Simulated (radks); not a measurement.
Pb V, configuration [Xe] 4f14 5d10.

All-electron calculation, non-relativistic Kohn-Sham, exchange-only PBE, spin-polarised, spherical densities, point nucleus; relativity is left out, which matters for an element this heavy. Program: a radial shooting solver on a logarithmic mesh with Libxc functionals.

Energy parts (hartree):
| part | energy |
|---|---|
| total | -19519.6179 |
| kinetic | 19519.6179 |
| electron-nucleus | -46347.6934 |
| Hartree | 7665.2537 |
| exchange | -356.7961 |

Orbitals (lengths in bohr, moments of r in powers of bohr; <r^-3> diverges for s and p1/2):
orbital  occ.  eigenvalue (hartree)  <r^-3>      <r^2>  <1/r>      <r>
1s          2             -2904.501       -  0.0004552  81.45  0.01846
2s          2             -490.5089       -   0.007058  19.21  0.07762
2p          6             -472.4059   19610   0.005200  19.24  0.06555
3s          2             -117.9765       -    0.04341  7.471   0.1952
3p          6             -109.3624    4312    0.03987  7.428   0.1858
3d         10             -93.28431   772.6    0.03057  7.365   0.1619
4s          2             -27.18143       -     0.2050  3.292   0.4267
4p          6             -23.40089    1039     0.2091  3.207   0.4294
4d         10             -16.42176   166.2     0.2166  3.033   0.4337
4f         14              -6.96771   38.03     0.2351  2.721   0.4441
5s          2              -5.58822       -      1.006  1.406   0.9482
5p          6              -4.31977   193.5      1.163  1.300    1.016
5d         10              -2.26348   21.12      1.798  1.041    1.251

The highest occupied level is 5d at -61.592 eV. Virial ratio -V/T = 2.00000. The density falls to 0.001 e/bohr^3 at r = 3.00 bohr. The electron density at the nucleus is 3.962e+05 e/bohr^3. Summed over all electrons, <r^2> = 34.77 bohr^2, which gives a Langevin (diamagnetic) susceptibility term of -27.5 x 10^-6 cm^3/mol.
